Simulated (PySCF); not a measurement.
## Unknown compound

The spectra below were simulated for a compound C5H9FSi2.

1H NMR (600 MHz, computed): δ 6.62 (m, 1H), 6.43 (m, 1H), 6.26 (m, 1H), 4.90 (m, 1H), 4.77 (m, 1H), 4.67 (m, 1H), 2.03 (s, 3H).

13C{1H} NMR (computed): δ 178.8, 150.5, 144.1, 139.2, 15.3.

[PySCF: geometry: GFN2-xTB; σ from GIAO-PBE0/pcSseg-1; non-relativistic Hamiltonian; isolated molecule; one conformer; averaged over atoms made equivalent by symmetry, fast rotation or ring inversion]

Shifts are taken against calculated references (same method and geometry level): TMS for 1H, 13C.

Q: Propose a structure and justify it.

A: 
The formula gives 3 degrees of unsaturation (1 ring in the answer). 5 carbon signals for 5 carbons: no two carbons are equivalent. Carbon types of the structure: 2 × C, 1 × CH, 1 × CH2, 1 × CH3, leaving 3 H on heteroatoms. δC 178.8, 150.5: fully substituted alkene carbon. δC 144.1: terminal =CH2 carbon; as expected for a trigonal carbon in a double bond. δC 139.2: alkene CH; as expected for a trigonal carbon in a double bond. δC 15.3: allylic methyl carbon; a saturated carbon with 1 carbon neighbour and no heteroatom attached. δH 6.62, 6.26: hydrogen on a terminal =CH2 carbon; attached to an sp2 carbon and in the plane of the double bond. δH 6.43: hydrogen on an alkene CH; a vinylic proton, deshielded by the sp2 carbon and the C=C anisotropy. δH 2.03: hydrogen on an allylic methyl carbon; allylic position.

Structure: `C1(F)=C(C)[Si@H](C=C)[SiH2]1`.

This is the structure that produced the data.

Splittings by 19F in the carbon and heteronuclear signals aren't shown, as no couplings were computed. Shifts are as computed. Against solution values, carbons near 30 ppm lie about +3 ppm off and those near 130 ppm about +5 ppm. Of 1309 compounds with measured shifts, 239 miss one by over three times the rms of a fit or turn the order of signals round; such compounds aren't used in these exercises. No couplings were computed; multiplicities are counted from neighbouring protons, with m where these are inequivalent, close in shift, in a saturated or five-membered ring or joined by F or P, and br s for small geminal =CH2 splittings.
